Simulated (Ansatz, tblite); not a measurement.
Cost and result up the ladder for `C=CCCCCCCCCCC=C` (37 atoms). Total charge 0; singlet. Geometry: r2SCAN-D4/def2-SVP.

Cartesian coordinates in Å:
```
C -1.718 5.954 -1.983
C -0.569 5.268 -1.985
C -0.363 3.863 -1.503
C -1.607 3.144 -0.991
C -1.362 1.690 -0.582
C -0.425 1.520 0.615
C -0.331 0.086 1.140
C 0.273 -0.913 0.155
C 0.431 -2.315 0.739
C 1.030 -3.317 -0.244
C 1.164 -4.737 0.324
C 2.124 -4.833 1.470
C 1.822 -5.255 2.703
H -1.762 6.980 -2.359
H -2.653 5.526 -1.608
H 0.333 5.764 -2.371
H 0.416 3.884 -0.717
H 0.093 3.273 -2.323
H -2.382 3.170 -1.779
H -2.026 3.702 -0.133
H -2.333 1.221 -0.338
H -0.968 1.134 -1.452
H 0.591 1.870 0.354
H -0.772 2.181 1.432
H -1.339 -0.261 1.439
H 0.274 0.080 2.065
H -0.351 -0.972 -0.756
H 1.261 -0.542 -0.180
H -0.556 -2.685 1.079
H 1.059 -2.268 1.649
H 0.407 -3.353 -1.155
H 2.025 -2.959 -0.573
H 1.507 -5.407 -0.488
H 0.174 -5.108 0.643
H 3.155 -4.512 1.258
H 2.574 -5.287 3.496
H 0.808 -5.585 2.958
```

Ansatz on 4 threads of Arm Neoverse V1 on a shared host; xTB runs through tblite on one thread. Times are rough, summed over both states, and most runs start from the orbitals of an earlier one. PBE0-D4/def2-SVP serves as the yardstick here, not as an exact answer. The other state is a triplet.

The xTB rows come from tblite.

xTB has no spin-polarisation term.

```tsv
level	functions	wall time	vertical triplet (eV)	difference from PBE0-D4/def2-SVP (eV)
GFN2-xTB	76	0.053 s	5.15	0.90
GFN1-xTB	100	0.077 s	5.13	0.88
PBE-D4/def2-SVP	302	19 s	4.43	0.17
PBE0-D4/def2-SVP	302	61 s	4.25	0.00
```
